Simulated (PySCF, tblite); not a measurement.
Species: C7H12F2.
Z-matrix (Å and degrees, GFN2-xTB geometry), rows numbered from 1:
```
F 
C   1  1.3881
C   2  1.5275  1  108.40
C   3  1.5271  2  112.45  1   151.16
C   4  1.5272  3  114.28  2    73.74
C   5  1.5273  4  114.26  3   -56.27
C   6  1.5277  5  112.42  4    73.71
F   7  1.3879  6  108.46  5   151.02
C   2  1.5281  1  106.89  3  -124.94
H   2  1.0980  1  104.70  3   116.86
H   3  1.0927  2  106.85  1    32.04
H   3  1.0906  2  110.29  1   -84.68
H   4  1.0918  3  108.56  2  -165.44
H   4  1.0925  3  108.92  2   -48.83
H   5  1.0927  4  109.36  3    66.03
H   5  1.0919  4  108.09  3  -177.35
H   6  1.0926  5  108.66  4  -168.23
H   6  1.0906  5  110.75  4   -50.21
H   7  1.0980  6  109.56  5    37.33
H   9  1.0923  2  107.95  1    37.89
H   9  1.0925  2  109.17  1   -78.60
```

Method: PBE0/pcSseg-1 in PySCF (dipole) on a GFN2-xTB geometry, gas phase.

Take the most abundant isotopes and a rigid rotor. The values belong to one conformer with, in the numbering `[F:1][C@@H:2]1[CH2:3][CH2:4][CH2:5][CH2:6][C@@H:7]([F:8])[CH2:9]1`, F1–C2–C3–C4 151°, C2–C3–C4–C5 74°, C3–C4–C5–C6 -56°, C4–C5–C6–C7 74°.

Task: Give the principal moments of inertia and the rotational constants in MHz.

Result: Ia = 261.33, Ib = 356.57, Ic = 570.26 u·Å²; 505379 MHz·u·Å²/I gives A = 1934, B = 1417, C = 886.2 MHz.

Task: What kind of rotor is it?

Result: An asymmetric top. Ray's parameter κ = (2B − A − C)/(A − C) = 0.014; −1 is the prolate and +1 the oblate limit.

Task: What does the inertial defect say?

Result: Not planar: Δ = Ic − Ia − Ib = -47.64 u·Å². For a rigid frame Δ = −2 Σ m c², so Σ m c² = 23.82 u·Å² lies off the ab plane: 13.79 from hydrogen and 10.03 from heavier atoms. The atom farthest from that plane is 1.56 Å away.

Task: Give the other two planar moments, Paa and Pbb, and the rms extents of the mass along the axes.

Result: Paa = Σ m a² = (Ib + Ic − Ia)/2 = 332.74 and Pbb = Σ m b² = (Ia + Ic − Ib)/2 = 237.51 u·Å². With the mass M = 134.09 u, the rms extents √(P/M) along a, b and c are 1.58, 1.33, 0.42 Å.

Task: Predict some low-J microwave lines.

Result: The dipole components are |μa| = 0.00 D, |μb| = 2.47 D, |μc| = 0.00 D; the symmetry axis of this C2 structure is b, so μa and μc vanish by symmetry and there are no a-type or c-type lines. Some lines, for components of 0.1 D or more:

```
type  branch         J(Ka,Kc)   MHz  lower level (cm⁻¹)
   b       Q  1(1,0) ← 1(0,1)  1048               0.077
   b       Q  2(2,0) ← 2(1,1)  1800               0.283
   b       Q  2(1,1) ← 2(0,2)  1829               0.222
   b       R  1(1,1) ← 0(0,0)  2820               0.000
   b       Q  2(2,1) ← 2(1,2)  3143               0.230
   b       R  2(0,2) ← 1(1,1)  3840               0.094
   b       R  2(1,2) ← 1(0,1)  4593               0.077
   b       R  2(2,1) ← 1(1,0)  6688               0.112
   b       R  2(2,0) ← 1(1,1)  7469               0.094
```

Task: Estimate the classical rotational partition function at 50 K, 100 K and 200 K.

Result: Point group C2, symmetry number σ = 2; q = (√π/σ)·√((kT/h)³/(ABC)), k/h = 20836.6 MHz/K: 19100 at 50 K, 54100 at 100 K, 153000 at 200 K.

Its GFN2-xTB frequencies are all real (lowest 74 cm⁻¹). These are rigid-rotor constants of the computed structure; measured ground-state constants (B0) also hold zero-point vibration.

The run took 62 s wall on one thread of an Arm Neoverse N1, shared host with 32 logical CPUs at a one-minute load of 21, and the process peaked at 0.95 GiB of memory. This is the PBE0/pcSseg-1 job that gave the dipole, with the shieldings it also computed.
